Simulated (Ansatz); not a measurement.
`OC1COB1[SiH3]`. The species carries charge 0 and has multiplicity 1. The structure was optimised at the PBE0-D4/def2-TZVP level. It is one conformer, not always the lowest.

```xyz
13

O     1.448    1.358    0.834
C     0.131    0.846    0.831
C    -0.070   -0.266    1.864
O    -0.481   -1.243    0.865
B    -0.257   -0.362   -0.151
Si   -0.413   -0.717   -2.133
H     1.617    1.767   -0.017
H    -0.615    1.645    0.932
H     0.857   -0.580    2.345
H    -0.860   -0.125    2.604
H    -0.576   -2.157   -2.465
H    -1.581    0.034   -2.678
H     0.801   -0.202   -2.829
```

What is the dipole moment at PBE/def2-TZVPP? (An estimate is asked.)

Ansatz gave: 1.29 D, with components (-0.29, 1.23, 0.26) D in this frame, pointing from negative to positive charge.

And with r2SCAN, B3LYP, ωB97M-V? (Best estimate.)

The calculation gave: r2SCAN 1.32 D, B3LYP 1.34 D, ωB97M-V 1.32 D.

Give the Mulliken charges with PBE, r2SCAN, B3LYP in def2-TZVPP. (Estimate.)

Ansatz gave: 
```csv
atom,PBE,r2SCAN,B3LYP
O1,-0.31,-0.37,-0.34
C2,-0.04,0.01,-0.02
C3,0.05,0.15,0.06
O4,-0.20,-0.28,-0.28
B5,0.16,0.18,0.22
Si6,0.04,0.14,0.09
H7,0.20,0.21,0.19
H8,0.08,0.05,0.09
H9,0.09,0.06,0.10
H10,0.08,0.04,0.09
H11,-0.05,-0.07,-0.06
H12,-0.05,-0.07,-0.07
H13,-0.05,-0.08,-0.07
```

B3LYP here is the variant with VWN-RPA as its local correlation; programs differ in this.
